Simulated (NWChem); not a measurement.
System: MoNHOF2; SMILES [NH]=[Mo](=[O])([F])[F]

The following NWChem deck was run.

```
start job
memory heap 200 mb stack 900 mb global 1100 mb
geometry units angstroms
  Mo     0.045211     0.004975    -0.015427
  O      1.602099    -0.064670     0.488244
  N     -0.051868     0.393181    -1.695570
  H      0.149047     0.623929    -2.659973
  F     -0.729642    -1.583433     0.194493
  F     -0.817537     1.289798     0.863434
end
basis spherical
  * library def2-svp
end
ecp
  Mo library def2-ecp
end
dft
  xc pbe0
  iterations 150
end
driver
  maxiter 120
end
task dft optimize
dft
  grid fine
  convergence energy 1d-8 density 1d-7
end
task dft freq numerical
```

Output (shortened):

```
             Northwest Computational Chemistry Package (NWChem) 7.3.0
             --------------------------------------------------------

 CS  symmetry detected

                             Geometry "geometry" -> ""
                             -------------------------

 Output coordinates in angstroms (scale by  1.889725989 to convert to a.u.)

  No.       Tag          Charge          X              Y              Z
 ---- ---------------- ---------- -------------- -------------- --------------
    1 Mo                  42.0000     0.01796381     0.03391933     0.00000000
    2 O                    8.0000     0.61079609     1.56067571     0.00000000
    3 N                    7.0000     1.29229955    -1.13187531     0.00000000
    4 H                    1.0000     2.18753814    -1.60329071     0.00000000
    5 F                    9.0000    -0.93747131    -0.24353331    -1.47569170
    6 F                    9.0000    -0.93747131    -0.24353331     1.47569170

 Effective nuclear repulsion energy (a.u.)     515.1135110812

      Symmetry information
      --------------------

 Group name             Cs
 Group number              2
 Group order               2
 No. of unique centers     5

                                Z-matrix (autoz)
                                --------

 Units are Angstrom for bonds and degrees for angles

      Type          Name      I     J     K     L     M      Value
      ----------- --------  ----- ----- ----- ----- ----- ----------
    1 Stretch                  1     2                       1.63781
    2 Stretch                  1     3                       1.72714
    3 Stretch                  1     5                       1.77975
    4 Stretch                  1     6                       1.77975
    5 Stretch                  3     4                       1.01177
    6 Bend                     1     3     4               165.31736
    7 Bend                     2     1     3               111.23211
    8 Bend                     2     1     5               109.85494
    9 Bend                     2     1     6               109.85494
   10 Bend                     3     1     5               106.90996
   11 Bend                     3     1     6               106.90996
   12 Bend                     5     1     6               112.02463
   13 Torsion                  2     1     3     4           0.00000
   14 Torsion                  4     3     1     5         119.93086
   15 Torsion                  4     3     1     6        -119.93086

                           NWChem Geometry Optimization
                           ----------------------------

 maximum gradient threshold         (gmax) =   0.000450
 rms gradient threshold             (grms) =   0.000300
 maximum cartesian step threshold   (xmax) =   0.001800
 rms cartesian step threshold       (xrms) =   0.001200
 fixed trust radius                (trust) =   0.300000
 source of zmatrix                         =   autoz

          -------------------
          Energy Minimization
          -------------------

 Using diagonal initial Hessian
 Scaling for Hessian diagonals: bonds = 1.00  angles = 0.25  torsions = 0.10

          --------
          Step   0

                                 NWChem DFT Module
                                 -----------------

 Summary of "ao basis" -> "ao basis" (spherical)
 ------------------------------------------------------------------------------
       Tag                 Description            Shells   Functions and Types
 ---------------- ------------------------------  ------  ---------------------
 Mo                         def2-svp                11       31   5s3p2d1f
 O                          def2-svp                 6       14   3s2p1d
 N                          def2-svp                 6       14   3s2p1d
 H                          def2-svp                 3        5   2s1p
 F                          def2-svp                 6       14   3s2p1d

      Symmetry analysis of basis
      --------------------------

        a'         59
        a"         33

            General Information
            -------------------
          SCF calculation type: DFT
          Wavefunction type:  closed shell.
          No. of atoms     :     6
          No. of electrons :    48
           Alpha electrons :    24
            Beta electrons :    24
          Charge           :     0
          Spin multiplicity:     1
          Use of symmetry is: on ; symmetry adaption is: on
          Maximum number of iterations: 150
          AO basis - number of functions:    92
                     number of shells:    38
          Convergence on energy requested:  1.00D-06
          Convergence on density requested:  1.00D-05
          Convergence on gradient requested:  5.00D-04

              XC Information
              --------------
                         PBE0 Method XC Functional
                     Hartree-Fock (Exact) Exchange  0.250
          PerdewBurkeErnzerhof Exchange Functional  0.750
            Perdew 1991 LDA Correlation Functional  1.000 local
           PerdewBurkeErnz. Correlation Functional  1.000 non-local

             Grid Information
             ----------------
          Grid used for XC integration:  medium
          Radial quadrature: Mura-Knowles
          Angular quadrature: Lebedev.
          Tag              B.-S. Rad. Rad. Pts. Rad. Cut. Ang. Pts.
          ---              ---------- --------- --------- ---------
          Mo                  1.45      123           9.0       590
          O                   0.60       49          10.0       434
          N                   0.65       49           8.0       434
          H                   0.35       45          11.0       434
          F                   0.50       49          10.0       434
          Grid pruning is: on
          Number of quadrature shells:   315
          Spatial weights used:  Erf1

      Superposition of Atomic Density Guess
      -------------------------------------

 Sum of atomic energies:        -405.31162514

      Non-variational initial energy
      ------------------------------

 Total energy =    -395.739950
 1-e energy   =   -1021.691718
 2-e energy   =     398.572050
 HOMO         =      -0.378032
 LUMO         =      -0.020987

      Symmetry analysis of molecular orbitals - initial
      -------------------------------------------------

  Numbering of irreducible representations:

     1 a'          2 a"

  Orbital symmetries:

     1 a'          2 a"          3 a'          4 a'          5 a'
     6 a'          7 a"          8 a'          9 a'         10 a"
    11 a'         12 a'         13 a'         14 a"         15 a"
    16 a'         17 a'         18 a"         19 a'         20 a"
    21 a'         22 a'         23 a"         24 a'         25 a'
    26 a'         27 a"         28 a'         29 a"         30 a'
    31 a'         32 a"         33 a'         34 a'

   convergence    iter        energy       DeltaE   RMS-Dens  Diis-err
 ---------------- ----- ----------------- --------- --------- ---------
 d= 0,ls=0.0,diis     1   -397.4999705176 -6.25D+02  5.31D-02  4.18D+00
 d= 0,ls=0.0,diis     2   -391.0204337401  6.48D+00  4.50D-02  5.68D+01
 d= 0,ls=0.0,diis     3   -397.8042481056 -6.78D+00  9.32D-03  2.14D+00
 d= 0,ls=0.0,diis     4   -397.9770748527 -1.73D-01  2.88D-03  2.50D-01
 d= 0,ls=0.0,diis     5   -397.9928591968 -1.58D-02  1.57D-03  6.00D-02
  Resetting Diis
 d= 0,ls=0.0,diis     6   -397.9992731010 -6.41D-03  4.16D-04  6.08D-03
 d= 0,ls=0.0,diis     7   -397.9998693066 -5.96D-04  3.61D-04  4.35D-04
 d= 0,ls=0.0,diis     8   -397.9995953518  2.74D-04  3.04D-04  3.18D-03
 d= 0,ls=0.0,diis     9   -397.9999039463 -3.09D-04  5.62D-05  6.19D-05
 d= 0,ls=0.0,diis    10   -397.9999110328 -7.09D-06  9.04D-06  1.20D-06
 d= 0,ls=0.0,diis    11   -397.9999111220 -8.92D-08  4.16D-06  3.77D-07

         Total DFT energy =     -397.999911121994
      One electron energy =    -1025.172371716640
           Coulomb energy =      444.043695232337
    Exchange-Corr. energy =      -44.250952512424
 Nuclear repulsion energy =      227.379717874734

 Numeric. integr. density =       47.999997475412

                  Occupations of the irreducible representations
                  ----------------------------------------------

                     irrep           alpha         beta
                     --------     --------     --------
                     a'               16.0         16.0
                     a"                8.0          8.0

                       DFT Final Molecular Orbital Analysis
                       ------------------------------------

[...]

      ----------------------
      Optimization converged
      ----------------------

  Step       Energy      Delta E   Gmax     Grms     Xrms     Xmax
  ---- ---------------- -------- -------- -------- -------- --------
@    8    -398.00883418  1.6D-08  0.00003  0.00001  0.00012  0.00028
                                     ok       ok       ok       ok

                                Z-matrix (autoz)
                                --------

 Units are Angstrom for bonds and degrees for angles

      Type          Name      I     J     K     L     M      Value     Gradient
      ----------- --------  ----- ----- ----- ----- ----- ---------- ----------
    1 Stretch                  1     2                       1.66331    0.00000
    2 Stretch                  1     3                       1.71125   -0.00002
    3 Stretch                  1     5                       1.84698    0.00001
    4 Stretch                  1     6                       1.84698    0.00001
    5 Stretch                  3     4                       1.01986   -0.00003
    6 Bend                     1     3     4               147.74458    0.00000
    7 Bend                     2     1     3               107.34666   -0.00000
    8 Bend                     2     1     5               110.17466    0.00000
    9 Bend                     2     1     6               110.17466    0.00000
   10 Bend                     3     1     5               108.00855    0.00000
   11 Bend                     3     1     6               108.00855    0.00000
   12 Bend                     5     1     6               112.92490    0.00000
   13 Torsion                  2     1     3     4           0.00000   -0.00000
   14 Torsion                  4     3     1     5         118.78159   -0.00000
   15 Torsion                  4     3     1     6        -118.78159    0.00000

                         Geometry "geometry" -> "geometry"
                         ---------------------------------

 Output coordinates in angstroms (scale by  1.889725989 to convert to a.u.)

  No.       Tag          Charge          X              Y              Z
 ---- ---------------- ---------- -------------- -------------- --------------
    1 Mo                  42.0000     0.00388946    -0.01766662     0.00000000
    2 O                    8.0000     0.74987085     1.46898136     0.00000000
    3 N                    7.0000     1.23499558    -1.20626567     0.00000000
    4 H                    1.0000     2.23352938    -1.41374579     0.00000000
    5 F                    9.0000    -0.99431515    -0.22947045    -1.53950551
    6 F                    9.0000    -0.99431515    -0.22947045     1.53950551

 Effective nuclear repulsion energy (a.u.)     504.7547534167

      Symmetry information
      --------------------

 Group name             Cs
 Group number              2
 Group order               2
 No. of unique centers     5

                Final and change from initial internal coordinates
                --------------------------------------------------

                                Z-matrix (autoz)
                                --------

 Units are Angstrom for bonds and degrees for angles

      Type          Name      I     J     K     L     M      Value       Change
      ----------- --------  ----- ----- ----- ----- ----- ---------- ----------
    1 Stretch                  1     2                       1.66331    0.02550
    2 Stretch                  1     3                       1.71125   -0.01588
    3 Stretch                  1     5                       1.84698    0.06724
    4 Stretch                  1     6                       1.84698    0.06724
    5 Stretch                  3     4                       1.01986    0.00809
    6 Bend                     1     3     4               147.74458  -17.57278
    7 Bend                     2     1     3               107.34666   -3.88545
    8 Bend                     2     1     5               110.17466    0.31972
    9 Bend                     2     1     6               110.17466    0.31972
   10 Bend                     3     1     5               108.00855    1.09860
   11 Bend                     3     1     6               108.00855    1.09860
   12 Bend                     5     1     6               112.92490    0.90027
   13 Torsion                  2     1     3     4           0.00000    0.00000
   14 Torsion                  4     3     1     5         118.78159   -1.14927
   15 Torsion                  4     3     1     6        -118.78159    1.14927

[...]

 Rotational Constants
 --------------------
 A=   0.128185 cm-1  (  0.184425 K)
 B=   0.113497 cm-1  (  0.163294 K)
 C=   0.103363 cm-1  (  0.148714 K)

 Temperature                      =   298.15K
 frequency scaling parameter      =   1.0000

 Zero-Point correction to Energy  =   13.754 kcal/mol  (  0.021918 au)
 Thermal correction to Energy     =   17.435 kcal/mol  (  0.027784 au)
 Thermal correction to Enthalpy   =   18.027 kcal/mol  (  0.028728 au)

 Total Entropy                    =   78.118 cal/mol-K
   - Translational                =   41.227 cal/mol-K (mol. weight = 166.9081)
   - Rotational                   =   26.464 cal/mol-K (symmetry #  =        1)
   - Vibrational                  =   10.428 cal/mol-K

 Cv (constant volume heat capacity) =   19.044 cal/mol-K
   - Translational                  =    2.979 cal/mol-K
   - Rotational                     =    2.979 cal/mol-K
   - Vibrational                    =   13.085 cal/mol-K

[normal modes left out]

 ----------------------------------------------------------------------------
 Normal Eigenvalue ||           Projected Infra Red Intensities
  Mode   [cm**-1]  || [atomic units] [(debye/angs)**2] [(KM/mol)] [arbitrary]
 ------ ---------- || -------------- ----------------- ---------- -----------
    1       -0.000 ||    0.000982           0.023         0.957       0.162
    2       -0.000 ||    0.000142           0.003         0.138       0.023
    3        0.000 ||    0.000036           0.001         0.035       0.006
    4        0.000 ||    0.000208           0.005         0.203       0.034
    5        0.000 ||    0.000354           0.008         0.345       0.058
    6        0.000 ||    0.000386           0.009         0.376       0.064
    7      175.930 ||    0.010980           0.253        10.704       1.816
    8      243.602 ||    0.007842           0.181         7.645       1.297
    9      249.085 ||    0.003068           0.071         2.991       0.507
   10      265.493 ||    0.000123           0.003         0.120       0.020
   11      332.962 ||    0.026158           0.603        25.500       4.326
   12      539.255 ||    0.167373           3.861       163.164      27.680
   13      628.700 ||    0.047843           1.104        46.640       7.912
   14      703.707 ||    0.107413           2.478       104.711      17.764
   15      742.677 ||    0.232045           5.353       226.209      38.375
   16     1041.646 ||    0.163990           3.783       159.866      27.120
   17     1083.028 ||    0.105076           2.424       102.433      17.377
   18     3619.605 ||    0.214397           4.946       209.005      35.457
 ----------------------------------------------------------------------------
```

Level: PBE0/def2-SVP with def2 effective core potentials on Mo. def2 effective core potentials on Mo; no spin-orbit coupling.
